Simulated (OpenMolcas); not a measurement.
## Co3+, Rh3+, Ir3+: d⁶ down the group

```yaml
Program: OpenMolcas 26.06
Method: MS-CASPT2, IPEA 0.25 Eh, imaginary shift 0.1 Eh
Basis: ANO-RCC-VTZP
Scalar_Hamiltonian: DKH2, point nucleus
Spin-orbit_coupling: RASSI with atomic mean-field integrals over the reference wave functions, term energies averaged over their components
```

Active space for each ion: 6 electrons in 10 orbitals (d d); closed shells correlated by CASPT2: Co3+ 3s 3p; Rh3+ 4s 4p; Ir3+ 5s 5p.

Computed levels in cm-1 above ⁵D₄:

```csv
Level,Co3+,Rh3+,Ir3+
⁵D₃,609,1507,5950
⁵D₂,1028,2350,5430
⁵D₁,1296,2920,8760
⁵D₀,1426,3190,9040
³H₆,24620,18450,19960
³H₅,24890,18700,29840
³P₁(1),25650,22400,35820
³F₂(1),26860,21140,23400
³G₅,29950,22840,19400
weight of ⁵D in the lowest level (%),100,98,83
```

Mixed levels, with the weight of the term that names them: Ir3+ ⁵D₂ (64 %), Ir3+ ³H₅ (51 %), Ir3+ ³P₁(1) (71 %), Ir3+ ³F₂(1) (71 %), Ir3+ ³G₅ (51 %).

Measured, with the error of the calculation in %. Measured levels: Co3+ from Sugar and Corliss, J. Phys. Chem. Ref. Data 10, 1097 (1981).

```json
{"Level": "⁵D₃", "Co3+": "639 (-4.7)"}
{"Level": "⁵D₂", "Co3+": "1078 (-4.6)"}
{"Level": "⁵D₀", "Co3+": "1494 (-4.5)"}
{"Level": "³H₆", "Co3+": "23680 (+4.0)"}
{"Level": "³H₅", "Co3+": "24032 (+3.6)"}
{"Level": "³P₁(1)", "Co3+": "24729 (+3.7)"}
{"Level": "³F₂(1)", "Co3+": "25969 (+3.4)"}
{"Level": "³G₅", "Co3+": "29022 (+3.2)"}
```

The fine-structure level ⁵D₀ changes by a factor of 6.34 from Co3+ to Ir3+.

Without spin-orbit coupling ³H lies 24310, 17700, 16440 cm-1 above ⁵D in that order; the difference to the level ³H₆, of either sign, comes from spin-orbit coupling, which also lowers the zero.

CASPT2 does not keep the components of a term degenerate, so their means are used; among the terms shown or strongly mixed into the levels shown the widest spread is 1100 cm-1 (5d⁶ ¹I, Ir3+). Active for correlation alone: 4d; no level in the range computed is led by a configuration that fills it, so any true level of that kind is missing (holds for Co3+). Active for correlation alone: 5d; no level in the range computed is led by a configuration that fills it, so any true level of that kind is missing (holds for Rh3+). Active for correlation alone: 6d; no level in the range computed is led by a configuration that fills it, so any true level of that kind is missing (holds for Ir3+). Measured partners are found by configuration, term and J. A level has none where our copy of the source lacks it or the pairing is in doubt (some pairs that miss far off the trend of their configuration count as doubtful), and it then counts in no deviation. Levels of configurations outside the active space are missing.

A number in round brackets counts repeated terms of one configuration in the order of the reference energies.
